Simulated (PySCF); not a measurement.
# Electronic structure of Rh²⁺ (rhodium, charge +2) at the PBE level

Configuration: [Kr] 4d7, high-spin 4F determinant. Computed with PySCF 2.14 in def2-TZVP with the def2 core potential (28 electrons), with scalar relativity through the core potential.

```json
{"Total energy": "-109.5356 hartree", "One-electron energy": "-181.2063 hartree", "Hartree (Coulomb) energy": "82.4976 hartree", "Exchange-correlation energy": "-10.8268 hartree", "⟨S²⟩": "3.7507", "⟨L²⟩": "12.008", "Sum of ⟨r⟩": "18.77 bohr", "Sum of ⟨r²⟩": "27.71 bohr²", "Time after the integrals": "0.39 s of wall time on 1 thread of Neoverse-V1 (shared host)"}
```

```csv
shell,electrons,mean orbital energy (eV),spread (eV),"rms radius, mean of both spins (bohr)"
4s α,1,-106.08,0,1.04
4s β,1,-103.62,0,1.04
4p α,3,-73.157,0,1.16
4p β,3,-70.637,0,1.16
4d α,5,-26.659,0.950,1.58
4d β,2,-24.822,0,1.58
```

Energies and moments cover only the electrons outside the core potential.
